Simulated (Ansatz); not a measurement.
Ge(Br)(OMe) (CH3BrGeO), SMILES C[O][Ge][Br] (connectivity only; charge and spin as stated), neutral, multiplicity 1.

The structure is a stationary point at PBE0-D3(BJ)/def2-SVP. The structure was generated by enumeration; whether it is a known compound was not checked. Other conformers were not sampled.

Two levels are set side by side: PBE/def2-SVPD (Ansatz, a quantum-chemistry and plane-wave program) and CAM-B3LYP/def2-SVPD (Ansatz). Energy differences of separate SCF runs at the same geometry; the states with an electron removed or added have multiplicity 2 and 2. Differences are taken from unrounded values.

| quantity | PBE |
|---|---|
| vertical ionisation energy (eV) | 9.73 |
| vertical electron affinity (eV) | 0.46 |
| vertical singlet–triplet gap (eV) | 3.29 |

Task: These are the PBE values. What does CAM-B3LYP give? (The exact figures need the calculation; the answer reports its results.)

Result: 
```
quantity                           CAM-B3LYP  PBE minus CAM-B3LYP
---------------------------------  ---------  -------------------
vertical ionisation energy (eV)        10.08                -0.35
vertical electron affinity (eV)         0.62                -0.16
vertical singlet–triplet gap (eV)       3.34                -0.05
```
